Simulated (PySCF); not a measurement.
# NMR problem set

One averaged value for each set of equivalent atoms, one conformer, relativity neglected, in vacuum. Geometry: GFN2-xTB; PBE0/pcSseg-1 with gauge-including orbitals; PySCF 2.14.

Shifts are taken against calculated references (same method and geometry level): 1H (σ = 31.72 ppm) and 13C (σ = 186.93 ppm) against TMS. Splittings of carbon signals by F and P are missing where no couplings were computed. Where no couplings were computed, multiplicities follow the n + 1 count of equivalent neighbours, and m marks all less simple cases (inequivalent or close neighbours, rings, F or P nearby). Shifts are as computed. Against solution values, carbons near 30 ppm lie about +3 ppm off and those near 130 ppm about +5 ppm. Of 1211 compounds with measured shifts, 218 miss one by over three times the rms of a fit or turn the order of signals round; such compounds aren't used in these exercises.

Task: C₅H₁₀F₂Si. 1H NMR (500 MHz, computed): δ 5.08 (m, 1H), 4.98 (m, 1H), 2.50 (m, 1H), 2.11 (m, 1H), 1.77 (m, 1H), 1.48 (m, 1H), 1.30 (m, 1H), 1.29 (m, 1H), 1.18 (m, 1H), 1.14 (m, 1H). 13C{1H} NMR (computed): δ 87.8 (CH), 36.6 (CH2), 27.1 (CH2), 25.1 (CH2), 15.5 (CH2). What is it?

Result: SMILES F[C@@H]1CCCC[Si@@H]1F. Rings plus π bonds: 1 (1 ring in the answer). 5 carbon signals for 5 carbons: no two carbons are equivalent. Carbon types of the structure: 1 × CH, 4 × CH2, leaving 1 H on heteroatoms. δC 87.8: sp3 CH bonded to F and Si; pulled downfield by the heteroatom. δC 36.6, 27.1, 25.1: sp3 CH2 in a ring; a saturated carbon with 2 carbon neighbours and no heteroatom attached. δC 15.5: sp3 CH2 bonded to Si. δH 4.98: hydrogen on an sp3 CH bonded to F and Si; its carbon carries F, hence the downfield position.

The data come from this structure; uniqueness wasn't tested.

Task: C₅H₇FO₃. 1H NMR (500 MHz, computed): δ 6.28 (m, 1H), 6.27 (m, 1H), 5.87 (m, 1H), 5.78 (m, 1H), 5.75 (m, 1H), 5.73 (m, 1H), 5.22 (m, 1H). 13C{1H} NMR (computed): δ 143.1, 128.9, 117.7, 100.7, 89.9. Identify the compound.

Result: `O1[C@@H](C=C)O[C@H](F)OC1`. Rings plus π bonds: 2 (1 ring in the answer). 5 carbon signals for 5 carbons: no two carbons are equivalent. Carbon types of the structure: 3 × CH, 2 × CH2, which accounts for all hydrogens. δC 143.1: alkene CH; as expected for a trigonal carbon in a double bond. δC 128.9: terminal =CH2 carbon; an sp2 carbon of a C=C bond. δC 117.7, 100.7, 89.9: sp3 carbon bearing two oxygens. δH 5.78, 5.73: hydrogen on a terminal =CH2 carbon; a vinylic proton, deshielded by the sp2 carbon and the C=C anisotropy.

This is the structure that produced the data.
